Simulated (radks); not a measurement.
Values are calculated unless marked as measured or tabulated.
Valence configurations of Eu3+ (all share [Xe]). Level of theory: Dirac Kohn-Sham, LDA (Slater exchange, Perdew-Wang correlation), spin-unpolarised, spherical densities, point nucleus; open shells are shared between the two j in proportion to 2j + 1 (a radial shooting solver on a logarithmic mesh with Libxc functionals). Order these by energy: 4f6; 4f5.5 6s0.5; 4f5 6p1; 4f4.5 6s1.5; 4f4 5d2; 4f4 6s2; 4f4 5d1 6p1; 4f5.5 6p0.5; 4f5 5d1; 4f4 5d1.5 6p0.5.

Answer. From the lowest, in eV above it: 4f6 0.000; 4f5.5 6s0.5 6.397; 4f5.5 6p0.5 9.095; 4f5 5d1 11.156; 4f5 6p1 20.313; 4f4.5 6s1.5 25.104; 4f4 5d2 27.873; 4f4 5d1.5 6p0.5 32.922; 4f4 6s2 37.807; 4f4 5d1 6p1 38.273. NIST lists [Xe] 4f6 as the ground configuration; this level of theory agrees among the configurations tried. The energies are those of spherical spin-averaged densities, not of single terms.
